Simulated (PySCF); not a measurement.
## Trend along group 7: MCl molecules

CCSD(T) with triple-zeta basis sets in PySCF, for the lowest determinant that a PBE0 search found; no spin–orbit coupling. De refers to high-spin ground-configuration atoms.

| M | basis | reference, frozen orbitals | state (unpaired electrons) | Re (Å) | ωe (cm⁻¹) | De (eV) |
| --- | --- | --- | --- | --- | --- | --- |
| Mn | x2c-TZVPPall | UHF, 10 | septet (σ ↑↑, π ↑↑, δ ↑↑) | 2.245 | 384 | 3.34 |
| Tc | def2-TZVPP | UHF, 5 | septet (σ ↑↑, π ↑↑, δ ↑↑) | 2.356 | 347 | 3.49 |
| Re | def2-TZVPP | UHF, 5 | septet (σ ↑↑, π ↑↑, δ ↑↑) | 2.367 | 331 | 3.00 |

The shortest bond is that of MnCl (2.245 Å), the longest that of ReCl (2.367 Å).

The rows differ in basis set, which adds steps of its own.

Down a group the atoms grow and get heavier, so bonds lengthen and wavenumbers fall; this series shows no clear exception.

Correlated steps freeze the inner cores (5 to 10 orbitals); shallow outer-core shells are correlated. These are scalar-relativistic numbers at best; spin–orbit coupling would shift them, the dissociation energy most. With d or f electrons several states lie close, and the lowest PBE0 determinant need not be the measured ground state.
